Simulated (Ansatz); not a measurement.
`[AlH2][SiH3]` + `B/C=C/[SiH3]` → `B/C=[CH]/[AlH][SiH3]` + SiH₄  (redistribution)

Isolated molecules relaxed with PBE0-D4/def2-TZVP in Ansatz; ΔE leaves out vibrations. CCSD(T)/CBS is the MP2 limit (def2-TZVPP, def2-QZVPP) plus CCSD(T) − MP2 in def2-TZVPP, frozen cores. This one scheme is used for every species. Double bonds are as drawn, so ΔE can hold a change between cis and trans. DFT in def2-TZVPP. B3LYP here is the variant with VWN-RPA as its local correlation; programs differ in this. Each species was taken in one conformer, which may not be the lowest.

**Question.** Is it downhill or uphill in electronic energy at CCSD(T)/CBS, and by how much? (Best estimate.)

**Answer.** The calculation gave: Downhill: ΔE = -2.7 kcal/mol.

**Question.** What do these levels give: B2PLYP, PBE, B3LYP, MP2/def2-TZVPP, CCSD/def2-TZVPP, MP2/CBS(def2)? (Best estimate.)

**Answer.** Ansatz gave: B2PLYP -2.6, PBE -1.9, B3LYP -2.1, MP2/def2-TZVPP -3.1, CCSD/def2-TZVPP -2.8, MP2/CBS(def2) -2.8 kcal/mol.

Largest T1 diagnostic among the species: 0.012.

In def2-TZVPP, CCSD(T) changes the Hartree–Fock value by −1.2 kcal/mol (the triples alone add −0.3 kcal/mol) and MP2 by −1.3 kcal/mol.
